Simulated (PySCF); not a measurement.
A calculated (UHF, PySCF 2.14, cc-pVTZ-DK, scalar relativity by spin-free X2C-1e) atom or ion has these occupied shells.

| shell | electrons | orbital energy (eV) | rms radius, mean of both spins (bohr) |
| --- | --- | --- | --- |
| 1s α | 1 | -9073.5 | 0.0601 |
| 1s β | 1 | -9073.5 | 0.0601 |
| 2s α | 1 | -1160.8 | 0.254 |
| 2s β | 1 | -1159.7 | 0.254 |
| 2p α | 3 | -1001.5 | 0.228 |
| 2p β | 3 | -1000.4 | 0.228 |
| 3s α | 1 | -168.15 | 0.763 |
| 3s β | 1 | -165.26 | 0.763 |
| 3p α | 3 | -119.44 | 0.810 |
| 3p β | 3 | -115.98 | 0.810 |
| 3d α | 5 | -40.510 | 1.03 |
| 3d β | 4 | -38.852 | 1.03 |

Q: Name the element and its charge.

A: Cu²⁺ (copper, charge +2), in [Ar] 3d9, 2D determinant.
